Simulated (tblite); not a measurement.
Species: C5H5F3.
Atom-mapped SMILES: `[CH3:1][C:2]#[C:3][CH2:4][C:5]([F:6])([F:7])[F:8]` (hydrogens: H9, H10, H11 on C1; H12, H13 on C4)

Computed with GFN2-xTB (tblite), gas phase: nudged elastic band of 9 images (0 to 8), spring 0.2 eV/Å², climbing image at the end, force threshold 0.05 eV/Å. The top image wasn't refined or checked by frequencies; at this threshold it can lie a kcal/mol or more above the true saddle point of the method.

The band describes a rotation about C4–C5 (propargylic carbon, CF3 carbon), followed by the dihedral C3–C4–C5–F6, from the optimised start (180°) to a second optimised geometry at -60°.

Question: How does the energy change from image to image?

Answer: 
| image | dihedral (°) | E (kcal/mol) | C4–C5 (Å) | C3···F6 (Å) | largest true force (eV/Å) |
| --- | --- | --- | --- | --- | --- |
| 0 | 180 | 0.00 | 1.520 | 3.63 | 0.01 |
| 1 | -165 | 0.31 | 1.520 | 3.61 | 0.05 |
| 2 | -150 | 1.01 | 1.525 | 3.57 | 0.05 |
| 3 | -135 | 1.69 | 1.529 | 3.51 | 0.04 |
| 4 | -120 | 1.95 | 1.531 | 3.41 | 0.03 |
| 5 | -104 | 1.63 | 1.529 | 3.28 | 0.04 |
| 6 | -89 | 0.92 | 1.524 | 3.13 | 0.05 |
| 7 | -74 | 0.26 | 1.520 | 2.98 | 0.04 |
| 8 | -60 | 0.00 | 1.520 | 2.86 | 0.01 |

Barriers of this band. The top is image 4 at -120°: 2.0 kcal/mol in either direction, as the ends lie within 0.002 eV of each other. The central bond is 0.011 Å longer at the top than at the start.

Question: What rate follows at 298 K for crossing this barrier forward?

Answer: Taking the electronic barrier for the free energy of activation (no zero-point or entropy terms, transmission 1), rate = (kT/h)·exp(−ΔE/kT) ≈ 2 × 10^11 s⁻¹, whose inverse is 4 × 10^-12 s. An error of 1 kcal/mol in the barrier changes this by a factor of 5, and the method and the loose band can each miss by that much or more. The barrier is only 3.3 kT, where transition-state theory is rough.

Question: How long is the path, and how are the images spaced?

Answer: Cartesian distances between aligned neighbours (all atoms, Å): 0.53, 0.53, 0.53, 0.52, 0.52, 0.52, 0.52, 0.51; the sum is 4.19 Å, and the top lies 50 % of the way along.

What follows is the cost of the whole band run. Hardware: Intel Xeon 6975P-C, one thread, no GPU, shared host. Cost: 1.9 s wall, 0.19 GiB resident at most.
